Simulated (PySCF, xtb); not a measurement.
trichloro(fluoromethyl)silane (CH₂Cl₃FSi), SMILES FC[Si](Cl)(Cl)Cl.

GFN2-xTB run with xtb at its own geometry gives an orbital gap of 6.44 eV and a dipole moment of 1.44 D.

The structure is a stationary point at B3LYP-D3(BJ)/def2-SVP. Other conformers were not sampled.

Task: What does PBE/def2-TZVP (PySCF) give? (The exact figures need the calculation; the answer reports its results.)

Result: gap 6.32 eV (levels -7.66 and -1.34 eV), dipole 1.48 D.
